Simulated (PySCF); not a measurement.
Si(F)(NH2)3 (FH6N3Si), SMILES N[Si](N)(N)F. The structure is a stationary point at PBE-D3(BJ)/def2-SVP. Other conformers were not sampled.

Computed equilibrium geometry at PBE-D3(BJ)/def2-SVP (PySCF confirms it by a frequency run) as a Z-matrix, and its point group (one conformer of several):
point group Cs.
```
Si
F 1 1.6477
N 1 1.7167 2 118.31
H 3 1.0210 1 119.91 2 -73.48
H 3 1.0210 4 112.40 1 -149.25
N 1 1.7349 2 102.28 3 115.02
H 6 1.0220 1 119.30 2 175.60
H 6 1.0224 7 110.67 1 142.49
N 1 1.7349 2 102.28 6 129.97
H 9 1.0220 1 119.30 2 -175.60
H 9 1.0224 10 110.67 1 -142.49
```
Charge 0, spin multiplicity 1.
